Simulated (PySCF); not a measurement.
**Bonding in `C=C(CF)CCOC`**

Species: C₆H₁₁FO.
SMILES with atom numbers: `[CH2:1]=[C:2]([CH2:3][F:4])[CH2:5][CH2:6][O:7][CH3:8]` (hydrogens: H9, H10 on C1; H11, H12 on C3; H13, H14 on C5; H15, H16 on C6; H17, H18, H19 on C8)

Structure used (GFN2-xTB), in Å, numbered top down from 1:
```xyz
19
C6H11FO angstrom
C     -1.8476   -1.8104   -0.6889
C     -1.4970   -0.6321   -0.1981
C     -2.2292    0.6186   -0.6060
F     -1.4828    1.3640   -1.4982
C     -0.3598   -0.4607    0.7667
C      0.8458    0.2270    0.1201
O      1.9049    0.2183    1.0519
C      3.0671    0.8334    0.5639
H     -1.3340   -2.7136   -0.4078
H     -2.6607   -1.9190   -1.3866
H     -3.1686    0.3839   -1.1160
H     -2.4181    1.2721    0.2531
H     -0.6776    0.1380    1.6233
H     -0.0322   -1.4337    1.1333
H      0.6019    1.2603   -0.1645
H      1.1388   -0.3153   -0.7928
H      3.8151    0.7577    1.3507
H      3.4345    0.3304   -0.3398
H      2.8898    1.8904    0.3281
```

Bond orders from the PBE0/pcSseg-1 density (PySCF). One conformer (not necessarily the lowest) at the GFN2-xTB geometry, without solvent, vibrations or thermal averaging.

Problem. How far do the computed orders between heavy atoms stray from the drawn ones?

Solution. The largest departure is 0.117, at C3–F4 (drawn single, 0.883).

Problem. Give the Mayer order of every bond, beside its length.

Solution. 
```
  bond  drawn as  length (Å)  Mayer order
 C1–C2    double       1.324        1.968
 C2–C3    single       1.506        1.022
 C3–F4    single       1.382        0.883
 C2–C5    single       1.501        1.029
 C5–C6    single       1.531        1.020
 C6–O7    single       1.411        0.914
 O7–C8    single       1.403        0.937
 C1–H9    single       1.076        0.945
C1–H10    single       1.077        0.944
C3–H11    single       1.094        0.951
C3–H12    single       1.096        0.938
C5–H13    single       1.092        0.933
C5–H14    single       1.090        0.946
C6–H15    single       1.099        0.934
C6–H16    single       1.102        0.943
C8–H17    single       1.088        0.974
C8–H18    single       1.098        0.959
C8–H19    single       1.097        0.959
```

By pair of heavy elements: C–C: lowest C5–C6 and C2–C3 (1.020, 1.531 Å), highest C1–C2 (1.968, 1.324 Å). C–O: lowest C6–O7 (0.914, 1.411 Å), highest O7–C8 (0.937, 1.403 Å). Bonds named together lie within 0.004.

Problem. Sum the orders of all bonds at each heavy atom with more than one neighbour and set the sums beside the valence in the SMILES.

Solution. C1 3.857 (drawn 4), C2 4.019 (drawn 4), C3 3.794 (drawn 4), C5 3.928 (drawn 4), C6 3.811 (drawn 4), O7 1.851 (drawn 2), C8 3.829 (drawn 4). Orders between atoms that aren't bonded are not in these sums.

The Mayer order sums products of elements of PS (density times overlap matrix) between the two atoms' basis functions, so it depends on the basis set.
